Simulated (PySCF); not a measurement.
Al(Me)2(SH) (C2H7AlS), SMILES [CH3][Al]([CH3])[SH].

Geometry: B3LYP-D3(BJ)/def2-SVP. A frequency run showed that this geometry is not a minimum. One conformer was computed; it need not be the lowest.

Two levels are set side by side: TDA-PBE/def2-SVPD (PySCF) and TDA-CAM-B3LYP/def2-SVPD (PySCF). Vertical, same geometry. The lowest singlet is HOMO→LUMO+1 99 % with PBE and HOMO→LUMO 69 %, HOMO→LUMO+2 21 % with the other functional; states are paired by order. Differences are taken from unrounded values.

```csv
quantity,TDA-CAM-B3LYP
lowest singlet excitation (eV),6.13
lowest triplet excitation (TDA) (eV),5.44
first bright state (f over 0.05) (eV),6.13
its oscillator strength,0.06
```

What does TDA-PBE give, and how far is it from TDA-CAM-B3LYP? (An estimate is asked for; the answer gives what the named calculation found.)


| quantity | TDA-PBE | TDA-PBE minus TDA-CAM-B3LYP |
|---|---|---|
| lowest singlet excitation (eV) | 5.39 | -0.73 |
| lowest triplet excitation (TDA) (eV) | 4.69 | -0.75 |
| first bright state (f over 0.05) (eV) | 5.39 | -0.73 |
| its oscillator strength | 0.05 | -0.01 |

A lower first singlet is the usual sign of a functional without exact exchange. Differences between two approximate levels are no errors against the true value.

Rough cost on one machine, each run with all the roots and properties that it gave: TDA-CAM-B3LYP against TDA-PBE about 4 times.
